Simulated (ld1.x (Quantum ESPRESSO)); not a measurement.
## sulfur (S): variants of one ultrasoft potential

Base potential:

```json
{
 "Element": "sulfur (S)",
 "Generator": "ld1.x (Quantum ESPRESSO) 7.5",
 "Type": "ultrasoft",
 "Functional": "LDA (PZ)",
 "Relativity": "non-relativistic",
 "Frozen core": "[He]",
 "Valence charge": "14",
 "Reference configuration": "2s2 2p6 3s2 3p3 (charge +1)",
 "Partial waves": "2s (bound): rcut 0.80, rcutus 0.95 bohr; 3s (bound): rcut 0.80, rcutus 0.95 bohr; 2p (bound): rcut 0.70, rcutus 0.85 bohr; 3p (bound): rcut 0.70, rcutus 0.85 bohr; 3d channel at -0.15 Ry: rcut 0.70, rcutus 0.85 bohr",
 "Local potential": "all-electron potential smoothed inside 0.65 bohr (lloc = -2)",
 "Core correction": "Bessel-smoothed model core inside 0.60 bohr",
 "Augmentation charge": "PSQ, inside the norm-conserving radii"
}
```

Cutoffs, loose and tight: the cutoffs (Ry, on a coarse ladder) from which the occupation-weighted sum of valence levels, in a spherical-Bessel basis at the reference potential, stays within 10 and 1 mRy of its value at 400 Ry. They do not see the model core or the augmentation charge, which bear on the density cutoff. Test errors are all-electron minus pseudo excitation energies from the reference, over the configurations 2s2 2p6 3s2 3p4; 2s2 2p6 3s2 3p2; 2s2 2p6 3s2 3p1; 2s2 2p5 3s2 3p4; 2s2 2p6 3s2 3p4.3; 2s2 2p6 3s2 3p3.5; 2s2 2p6 3s1 3p4 (two spin-polarised tests are not counted in the largest error). A dash means not determined; rows that change the core or the reference have their own tests. The largest error is taken over the tests solved by every variant that gives reliable tests at all: 2s2 2p6 3s2 3p1; 2s2 2p6 3s2 3p2; 2s2 2p6 3s2 3p4.

Cutoffs are not given where the Bessel-basis levels miss the radial ones by over 6 mRy, ghosts where they miss by over 20 mRy; a channel whose overlap is not positive is not tested.

On the changes marked as counting shells twice: ld1.x takes every shell without a wave as core, so the model core holds the marked electrons as well and exchange and correlation see them twice. This cancels in the reference configuration, but the file is broken for other ones, and its errors say nothing about a proper core correction.

A file whose overlap is not positive is unfit for use, and its test errors describe a broken file.

| change | outcome | cutoff, loose | cutoff, tight | bound ghosts | largest test error (meV) |
| --- | --- | --- | --- | --- | --- |
| base | generated, overlap not positive | – | – | not determined (overlap not positive) | -21 |
| waves 2p (bound): rcut 0.70, rcutus 1.00 bohr; 3p (bound): rcut 0.70, rcutus 1.00 bohr | generated, overlap not positive | – | – | not determined (overlap not positive) | +4.4 |
| type TM; waves now 2s (bound): rc 0.95 bohr; 2p (bound): rc 0.85 bohr; 3d channel at -0.15 Ry: rc 0.85 bohr; local potential the d channel (3p, 3s counted twice) | generated, misses its reference levels by 0.85 eV | 260 Ry | over 300 Ry | none | +451 |
| wave 3d channel at -0.15 Ry: rcut 0.70, rcutus 0.85 bohr becomes 3d channel at -0.15 Ry: rcut 0.70, rcutus 0.88 bohr | generated, overlap not positive | – | – | not determined (overlap not positive) | -21 |
| core correction Bessel-smoothed model core inside 0.90 bohr | generated, overlap not positive | – | – | not determined (overlap not positive) | -21 |
| core [Ne], valence charge 6; reference 3s1.75 3p4.25; waves now 3s (bound): rcut 1.40, rcutus 1.65 bohr; 3s channel at 0.35 Ry: rcut 1.40, rcutus 1.65 bohr; 3p (bound): rcut 0.80, rcutus 1.10 bohr; 3p channel at 0.55 Ry: rcut 0.80, rcutus 1.10 bohr; 3d channel at -0.15 Ry: rc 1.80 bohr; local potential the d channel; core correction a·sin(br)/r model core, default radius (core density twice the valence density) | generated | 40 Ry | 50 Ry | none | -11 |
| all radii but the core radius scaled by about 0.77 (s 0.72, p 0.66, d 0.66 bohr, rcut 0.62/0.54/0.54); local potential all-electron potential smoothed inside 0.50 bohr (lloc = -2) | generated | 300 Ry | over 300 Ry | none | +2.7 |
